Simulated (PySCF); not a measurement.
These are PySCF with PBE-D3(BJ)/def2-TZVP // r2SCAN-D4/def2-TZVP values and carry that method's errors. All species are isolated molecules in the gas phase. One relaxed conformer stands for a flexible species; it need not be the lowest. Excitations are Tamm–Dancoff values on a coarser integration grid. The basis has no diffuse functions, so Rydberg states are missing or too high.

Reference species (SMILES): `BB(B)O` (neutral, multiplicity 1).

```
Item                   Result
-------------------  --------
LUMO                 -3.70 eV
HOMO–LUMO gap         2.35 eV
T1 excitation (TDA)   1.92 eV
```

Changed species: `B(BB)O`.

Q: What does the change do to the LUMO, HOMO–LUMO gap and T1 excitation (TDA)?

A: the LUMO rises by 0.93 eV, to -2.77 eV; the HOMO–LUMO gap goes up by 1.38 eV, to 3.73 eV; the T1 excitation (TDA) increases by 1.39 eV, to 3.31 eV.
